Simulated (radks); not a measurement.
Se15+, 19 electrons, occupied as [Ar] 3d1 (the NIST ground configuration).

Method: Dirac Kohn-Sham, PBE, spin-unpolarised, spherical densities, point nucleus; open shells are shared between the two j in proportion to 2j + 1; computed with a radial shooting solver on a logarithmic mesh with Libxc functionals.

Energy parts (hartree):
total: -2319.95352
kinetic: 2379.41257
electron-nucleus: -5236.75790
Hartree: 608.79832
exchange-correlation: -71.40651

Orbitals (lengths in bohr, moments of r in powers of bohr):
orbital  occ.  eigenvalue (hartree)  <1/r>
1s1/2       2             -478.1234  34.56
2s1/2       2             -77.90794  7.719
2p1/2       2             -71.88412  7.672
2p3/2       4             -70.34227  7.437
3s1/2       2             -23.82520  2.815
3p1/2       2             -21.76376  2.739
3p3/2       4             -21.46934  2.685
3d3/2     0.4             -18.15720  2.541
3d5/2     0.6             -18.10031  2.527

The highest occupied level is 3d5/2 at -492.53 eV. For comparison, the ionisation energy in NIST's Atomic Spectra Database is 517 eV (theoretical). In exact Kohn-Sham theory the highest level is minus the ionisation energy, but local and semilocal functionals leave it too shallow, through self-interaction and a potential that decays too fast; potentials with the right tail come closer. Summed over all electrons, <r^2> = 2.989 bohr^2, which gives a Langevin (diamagnetic) susceptibility term of -2.37 x 10^-6 cm^3/mol. The density falls to 0.001 e/bohr^3 at r = 1.42 bohr.

Beside tabulated values, note that spin-unpolarised runs miss the spin-polarisation part of the exchange energy of open shells.
